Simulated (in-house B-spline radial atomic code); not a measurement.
## PBE0 excitations of Be2+

Method: PBE0. Computed with an all-electron radial atomic-structure program (B-spline basis): linear response of the closed shell 1s2 with the functional's adiabatic kernel; scalar-relativistic (spin-free one-electron X2C), finite nucleus, no spin-orbit coupling, no double excitations, S, P, D and F terms only.

Command:
```bash
python run_td.py task.json out
```
Settings (radii: box in bohr, nucleus in fm):
```
Z                        4
electrons                2
configuration            1s2
hamiltonian              x2c
method                   pbe0
box_radius               29.48
rms_radius               2.519
intervals                75
```

Run time, properties included: 0.1 s on 1 thread of Intel(R) Xeon(R) 6975P-C (Granite Rapids) (shared host).

The lowest states, in the order of their Tamm-Dancoff energies; the method's threshold (minus the highest occupied level) is 137.96 eV. Labels give the largest channel, * marks a mixed state, and oscillator strengths are full-response dipole values. Semilocal kernels can invert the small singlet-triplet splittings of Rydberg terms. Energies in eV:

```tsv
state	full response	Tamm-Dancoff	oscillator strength
1s → 2s 3S	?	?	-
1s → 2s 1S	115.45	115.52	-
1s → 2p 3P	116.17	116.19	-
1s → 2p 1P	117.73	117.75	0.44
1s → 3s 3S	128.38	128.38	-
1s → 3s 1S	128.98	129.00	-
1s → 3p 3P	129.31	129.31	-
1s → 3p 1P	129.66	129.67	0.0889
1s → 3d 3D	130.07	130.07	-
1s → 3d 1D	130.08	130.08	-
1s → 4s 3S	?	?	-
1s → 4s 1S	133.12	133.13	-
1s → 4p 3P	133.26	133.26	-
1s → 4p 1P	133.40	133.40	0.0342
1s → 4d 3D	133.54	133.54	-
1s → 4d 1D	133.54	133.54	-
```

Question: Where does 1s → 4s 3S lie?

Answer: At 132.89 eV in full response, 132.89 eV in Tamm-Dancoff.

Question: Where does 1s → 2s 3S lie?

Answer: At 112.63 eV in full response, 112.66 eV in Tamm-Dancoff.

Question: How large is the singlet-triplet splitting of 1s → 2s (S terms) in Tamm-Dancoff?

Answer: 2.86 eV, from the unrounded values.

Question: What polarisabilities and dispersion coefficient does the method give?

Answer: Dipole 0.05423 bohr³, quadrupole 0.01678 bohr⁵, C6 0.01176 hartree·bohr⁶ for two such species.
